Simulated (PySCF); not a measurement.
Spin-orbit coupling and the third ionisation energy along group 15

Two-component X2C-1e calculated with PySCF 2.14: MP2 on generalised Hartree-Fock spinors (GMP2), with spin-orbit coupling off and on (screened by Boettger's factors); no Breit or QED terms. Values in eV; the references (NIST) lie between the lowest levels. Elements whose determinants are no pure J levels are left out.

```
                               element                     configurations  spin-free  with spin-orbit  shift       reference
       N (x2c-QZVPPall-2c, 1s2 frozen)            [He] 2s2 2p1 → [He] 2s2     47.518           47.532  0.014      47.445 (s)
      P (x2c-QZVPPall-2c, [Ne] frozen)            [Ne] 3s2 3p1 → [Ne] 3s2     29.903           29.948  0.045          30.203
     As (x2c-QZVPPall-2c, [Ne] frozen)  [Ar] 3d10 4s2 4p1 → [Ar] 3d10 4s2     27.963           28.217  0.254  28.349 ± 0.012
Sb (x2c-QZVPPall-2c, [Ar] 3d10 frozen)  [Kr] 4d10 5s2 5p1 → [Kr] 4d10 5s2     24.596           25.171  0.575          25.323
```

The largest shift is at Sb, 0.575 eV, where spin-orbit coupling lowers the species with more electrons by more than the one with fewer (starting occupations 5p1/2^1 and closed).

What remains against the references is mostly the basis and correlation beyond MP2. References marked (s) are semi-empirical, (t) theoretical.
